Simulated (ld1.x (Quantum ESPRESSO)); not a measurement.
Pseudopotential generation for Hf (Z = 72): PAW, LDA (PZ), scalar-relativistic.

ld1.x (Quantum ESPRESSO) 7.5 input, shortened:

```
&input
   title='Hf', zed=72., rel=1, dft='PZ', iswitch=3,
   config='[Xe] 4f14 5d2 6s1 6p0'
 /
 &inputp
   pseudotype=3, lpaw=.true., tm=.true., lloc=-1, rcloc=2.95,
   nlcc=.true., new_core_ps=.true., rcore=0.35,
   which_augfun='GAUSS', rmatch_augfun=0.50
 /
8
5S  1  0   2.00   0.00  1.45  1.60  0.0
6S  2  0   1.00   0.00  1.45  1.60  0.0
5P  2  1   6.00   0.00  2.10  2.45  0.0
6P  3  1   0.00   0.00  2.10  2.45  0.0
5D  3  2   2.00   0.00  2.35  2.95  0.0
5D  3  2   0.00  -0.10  2.35  2.95  0.0
4F  4  3  14.00   0.00  0.55  0.70  0.0
4F  4  3   0.00   3.00  0.55  0.70  0.0
 &test
   configts(1)='4f14 5s2 5p6 5d2 6s1 6p0'
 /
```

- Cutoffs needed: over 300 Ry and over 300 Ry (the cutoffs (Ry, on a coarse ladder) from which the occupation-weighted sum of valence levels, in a spherical-Bessel basis at the reference potential, stays within 10 and 1 mRy of its value at 400 Ry)
- Ghost test: no extra level below or beside the all-electron valence levels (s, p, d, f tested) (spherical-Bessel basis up to 400 Ry, 20 bohr box)
- Configuration tests: test run stopped at test 1 of 9 (negative rho)
- Lowest eigenvalue of the overlap operator: 0.09 (p channel)
